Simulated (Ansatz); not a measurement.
A structure relaxed at PBE-D4/def2-SVP in Ansatz, charge 0, singlet:

```xyz
34

Ge   -0.4438    0.0613    0.3818
C    -1.9886   -0.2704   -0.8084
C    -1.8031   -1.4953   -1.7092
H    -2.1796    0.6433   -1.4106
H    -2.8794   -0.3859   -0.1537
H    -2.6698   -1.6536   -2.3852
H    -0.8965   -1.4000   -2.3414
H    -1.6789   -2.4238   -1.1135
C    -0.0833   -1.5371    1.4935
C    -1.3175   -2.0267    2.2593
H     0.7398   -1.2950    2.1993
H     0.3085   -2.3282    0.8197
H    -1.0924   -2.9147    2.8868
H    -1.7214   -1.2456    2.9373
H    -2.1408   -2.3156    1.5727
C    -0.7860    1.6354    1.5467
C    -0.9751    2.9436    0.7722
H     0.0702    1.7152    2.2512
H    -1.6782    1.4104    2.1720
H    -1.1642    3.8067    1.4453
H    -0.0780    3.1909    0.1675
H    -1.8329    2.8877    0.0692
N     1.0458    0.3098   -0.7198
C     0.9549    1.1016   -1.9276
C     2.3823    0.2215   -0.1536
C     3.3095   -0.7451   -0.9020
H     1.2956    2.1624   -1.7926
H     1.5687    0.6753   -2.7561
H    -0.0891    1.1386   -2.2986
H     2.8656    1.2341   -0.1153
H     2.3085   -0.1105    0.9051
H     4.3182   -0.7702   -0.4395
H     2.8914   -1.7730   -0.8899
H     3.4395   -0.4471   -1.9627
```

(1) Give its formula, name or SMILES.

(2) Summarise the bond lengths by kind (pairs closer than 1.2 times the sum of covalent radii, bridged metal pairs left out).

Results:

(1) GeEt3(NMeEt) (C9H23GeN).

(2) 4 × C–C 1.53 Å; 3 × C–Ge 1.98 to 1.99 Å; 2 × C–N 1.45 Å; 1 × Ge–N 1.87 Å; 23 × C–H 1.11 to 1.12 Å.
